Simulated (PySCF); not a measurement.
**DyF3(NH3) at several levels of theory**

Computed with PySCF 2.14.0 (density fitting, no spin-orbit coupling) at the geometry relaxed with PBE0:

```xyz
8
DyF3(NH3) (singlet in the valence; each metal's 4f electrons, 9 of them, lie in its core potential, out of spins and levels)
Dy    0.0997   -0.0997    0.0997
F     1.0750    1.3931    1.0750
F    -1.3931   -1.0750    1.0750
F     1.0750   -1.0750   -1.3931
N    -1.3440    1.3440   -1.3440
H    -1.9543    1.9543   -0.7966
H    -0.7966    1.9543   -1.9543
H    -1.9543    0.7966   -1.9543
```

```
level                                                          basis    state  HOMO (eV)  gap (eV)  charge on Dy1 (e)  population of f-type functions on Dy1 (polarisation alone where 4f lies in the core)  dipole about the centre of mass (D)  largest force component (eV/Å)
 PBE0  Dy lcecp-1-SVP with ECP55, F def2-SVP, N def2-SVP, H def2-SVP  singlet      -9.44      8.65               1.16                                                                                  0.09                                 5.90                            0.01
M06-L                                                       the same  singlet      -7.77      7.13               1.31                                                                                  0.08                                 5.73                            0.18
B3LYP                                                       the same  singlet      -9.12      7.98               1.09                                                                                  0.09                                 5.87                            0.14
```

In the lcecp rows the 4f levels are missing from HOMO and gap, and the state counts the valence alone.

Charges are Mulliken's, which hang on the basis. The relaxation used the grid (50, 194), these runs (75, 302) or, all-electron (x2c bases, spin-free X2C Hamiltonian), (99, 590).

What does PBE0 with Dy lcecp-1-TZVP with ECP55, F def2-TZVP, N def2-TZVP, H def2-TZVP give here?

state singlet, HOMO (eV) -9.63, gap (eV) 8.63, charge on Dy1 (e) 1.61, population of f-type functions on Dy1 (polarisation alone where 4f lies in the core) 0.11, dipole about the centre of mass (D) 5.87, largest force component (eV/Å) 0.23. Time: 16 s on 2 threads of Arm Neoverse V2 (shared host), from free ions and atoms.

In the first row's basis the gap widens with exact exchange: 7.1 eV for M06-L (none); 8.0 to 8.7 eV for B3LYP, PBE0 (a fixed share).

An lcecp potential fixes the number of 4f electrons, so in runs with it no electron can move into or out of that shell.
